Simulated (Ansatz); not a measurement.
Ansatz (a first-principles code) input (r2SCAN/def2-TZVPD):

Ansatz 0.2 input:
```yaml
crystal:
  periodic: [false, false, false]
  atoms:
    - {symbol: Si, position_ang: [2.10597994, -0.22294141, 0.32620896]}
    - {symbol: C, position_ang: [0.29989022, -0.04522867, 0.03143818]}
    - {symbol: C, position_ang: [-0.61836384, -1.04860678, 0.02413447]}
    - {symbol: C, position_ang: [-1.99399226, -0.48981548, -0.17746244]}
    - {symbol: C, position_ang: [-1.74495309, 0.98591473, -0.27680010]}
    - {symbol: C, position_ang: [-0.43128187, 1.22523677, -0.15013732]}
    - {symbol: H, position_ang: [2.90106344, 0.78295190, -0.42211819]}
    - {symbol: H, position_ang: [2.57313919, -1.60422757, 0.05054185]}
    - {symbol: H, position_ang: [-0.41183956, -2.10294195, 0.13914365]}
    - {symbol: H, position_ang: [-2.66481898, -0.74291582, 0.65343399]}
    - {symbol: H, position_ang: [-2.47075947, -0.89249980, -1.07976387]}
    - {symbol: H, position_ang: [-2.52169676, 1.71986398, -0.43206019]}
    - {symbol: H, position_ang: [0.04339801, 2.19594539, -0.18313948]}
basis:
  gaussian:
    orbitals: def2-TZVPD
hamiltonian:
  xc: {name: r2SCAN}
magnetization: {spin_polarized: true, initial_magnetization: 1}
output: {forces: true}
```

End of the output:

```
Total energy: -13172.62286184 eV, -484.0849614482 hartree
Atom 0 at     2.105980    -0.222941     0.326209 Å, force    -0.127575     0.008502    -0.066193 eV/Å
Atom 1 at     0.299890    -0.045229     0.031438 Å, force     0.169638     0.249295     0.027022 eV/Å
Atom 2 at    -0.618364    -1.048607     0.024134 Å, force    -0.247354    -0.062601    -0.018835 eV/Å
Atom 3 at    -1.993992    -0.489815    -0.177462 Å, force     0.192233     0.120059     0.012135 eV/Å
Atom 4 at    -1.744953     0.985915    -0.276800 Å, force    -0.133097    -0.178394    -0.000275 eV/Å
Atom 5 at    -0.431282     1.225237    -0.150137 Å, force     0.177745    -0.122290     0.031714 eV/Å
Atom 6 at     2.901063     0.782952    -0.422118 Å, force     0.041524     0.042091     0.005860 eV/Å
Atom 7 at     2.573139    -1.604228     0.050542 Å, force     0.026539    -0.047057     0.020731 eV/Å
Atom 8 at    -0.411840    -2.102942     0.139144 Å, force     0.009287    -0.082441     0.007694 eV/Å
Atom 9 at    -2.664819    -0.742916     0.653434 Å, force    -0.047887    -0.020543     0.032817 eV/Å
Atom 10 at    -2.470759    -0.892500    -1.079764 Å, force    -0.039746    -0.027949    -0.038683 eV/Å
Atom 11 at    -2.521697     1.719864    -0.432060 Å, force    -0.058603     0.048709    -0.012228 eV/Å
Atom 12 at     0.043398     2.195945    -0.183139 Å, force     0.037295     0.072619    -0.001760 eV/Å
Dipole moment:    -0.308295    -0.056377    -0.036017 e Å
```

It need not be the lowest isomer of its formula.
